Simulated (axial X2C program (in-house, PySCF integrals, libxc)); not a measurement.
## CNdO: the levels of the configuration f(δφ)2 f(π)0

Computed with an axial X2C code built on PySCF integrals: two-component X2C with atomic mean-field Coulomb and Gaunt terms, basis C dyall-v3z, Nd dyall-v3z, O dyall-v3z (cores contracted in-house). Orbitals come from Hartree–Fock averaged over the configuration Nd f(δφ)2 f(π)0; CI then distributes these electrons over the f(δφ), f(π) shells of Nd.

C–Nd–O held linear, bonds 2.080 and 1.720 Å (the second held) (near the minimum of the configuration average).

Active spinors (ω > 0):

```csv
shell,ω,ε (eV),character
f(δφ),3/2,4.92,100% Nd f
f(δφ),5/2,5.11,100% Nd f
f(δφ),5/2,5.60,100% Nd f
f(δφ),7/2,5.77,100% Nd f
f(π),3/2,5.25,"50% Nd f, 40% Nd d, 5% C p"
f(π),1/2,6.47,"61% Nd f, 17% Nd d, 12% C p"
```

Lowest levels of this model:

| Ω | energy (cm⁻¹) | g∥ | μ (D) | configuration |
| --- | --- | --- | --- | --- |
| 4 | 0 | 6.12 | 1.54 | 100% f(δφ)2 |
| 5 | 2421 | 10.05 | 1.54 | 100% f(δφ)2 |
| 6 | 4761 | 14.00 | 1.53 | 100% f(δφ)2 |
| 0 | 5044 | 0.00 | 1.54 | 100% f(δφ)2 |
| 1 | 6535 | 3.65 | 1.54 | 100% f(δφ)2 |
| 1 | 12029 | 2.19 | 1.54 | 100% f(δφ)2 |
| 0 | 12202 | 0.00 | 1.53 | 100% f(δφ)2 |
| 2 | 12667 | 5.91 | 1.54 | 100% f(δφ)2 |
| 0 | 13719 | 0.00 | 1.53 | 100% f(δφ)2 |
| 0 | 15252 | 0.00 | 1.53 | 100% f(δφ)2 |
| 1 | 19041 | 2.02 | 1.53 | 100% f(δφ)2 |
| 4 | 21746 | 8.06 | 1.54 | 100% f(δφ)2 |
| 6 | 25921 | 12.01 | 1.53 | 100% f(δφ)2 |
| 0 | 27192 | 0.00 | 1.54 | 100% f(δφ)2 |
| 5 | 27624 | 10.05 | 1.54 | 100% f(δφ)2 |
| 1 | 27843 | 3.96 | 1.53 | 100% f(δφ)2 |

g∥ is the magnitude of 2⟨Lz + ge Sz⟩ for the +Ω component. μ is positive if the O end is positive.

From Ω and g∥ of the lowest level, whose 2⟨Lz + ge Sz⟩ is positive, find ⟨Sz⟩ and ⟨Lz⟩ (ge = 2.0023).

Ω = ⟨Lz⟩ + ⟨Sz⟩ = 4 and ⟨Lz⟩ + ge⟨Sz⟩ = 3.060, so ⟨Sz⟩ = -0.94 and ⟨Lz⟩ = 4.94.

Occupations of the active spinors in the lowest level by ω, shell by shell in order of energy: -7/2: 0.00; -5/2: 0.00 0.00; -3/2: 0.00 0.00; -1/2: 0.00; 1/2: 0.00; 3/2: 1.00 0.00; 5/2: 0.30 0.70; 7/2: 0.00. The leading determinant has weight 0.70 among 5.

This point took 3.6 s on 1 thread of Arm Neoverse V1, on a shared host.

There is no dynamic correlation: spin–orbit spacings and, for f shells, spacings inside one term are the most reliable numbers, splittings between terms come out too wide, and energies between configurations are not reliable, so the lowest level need not be the ground state of the molecule. At most 6 roots were kept for each Ω > 0 (twice that for Ω = 0) within 3.5 eV of the lowest, so higher up levels can be missing between those listed; levels with Ω > 0 are doubly degenerate and listed once, Ω = 0 levels singly. Some active spinors are only partly of the character that their shell is named for, so the shell names and counts are nominal. States that fill the shells left empty in the average are placed too high. The molecule was held linear; bending was not examined.
